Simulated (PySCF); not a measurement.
SMILES Oc1[c]cccc1, doublet, CAM-B3LYP/def2-SVP optimised geometry.

```
12

O     -2.43    -0.22     0.00
C     -1.09    -0.10     0.00
C     -0.28    -1.23     0.00
C      1.09    -1.23     0.00
C      1.74     0.02     0.00
C      0.98     1.18     0.00
C     -0.42     1.13     0.00
H     -2.83     0.66     0.00
H      1.66    -2.16     0.00
H      2.83     0.07     0.00
H      1.47     2.16     0.00
H     -1.00     2.06     0.00
```

Density from unrestricted CAM-B3LYP/def2-TZVP run with PySCF 2.14.0 at that geometry.

Minimum of the electron density along straight lines between bonded atoms, close to the bond critical point (lines longer than 1.1 times the sum of covalent radii, or with two minima, are not listed):

| bond | length / Å | ρ at the minimum / e bohr⁻³ | ∇²ρ there / e bohr⁻⁵ | position (fraction from the first atom) |
|---|---|---|---|---|
| O1–C2 | 1.350 | 0.303 | -0.65 | 0.66 |
| C2–C3 | 1.384 | 0.322 | -0.96 | 0.51 |
| C3–C4 | 1.370 | 0.328 | -0.98 | 0.51 |
| C4–C5 | 1.403 | 0.309 | -0.89 | 0.51 |
| C5–C6 | 1.392 | 0.320 | -0.95 | 0.50 |
| C2–C7 | 1.401 | 0.314 | -0.91 | 0.52 |
| C6–C7 | 1.395 | 0.316 | -0.93 | 0.50 |
| O1–H8 | 0.965 | 0.358 | -2.44 | 0.81 |
| C4–H9 | 1.093 | 0.280 | -0.99 | 0.65 |
| C5–H10 | 1.092 | 0.281 | -0.99 | 0.65 |
| C6–H11 | 1.092 | 0.282 | -1.00 | 0.65 |
| C7–H12 | 1.095 | 0.277 | -0.96 | 0.64 |
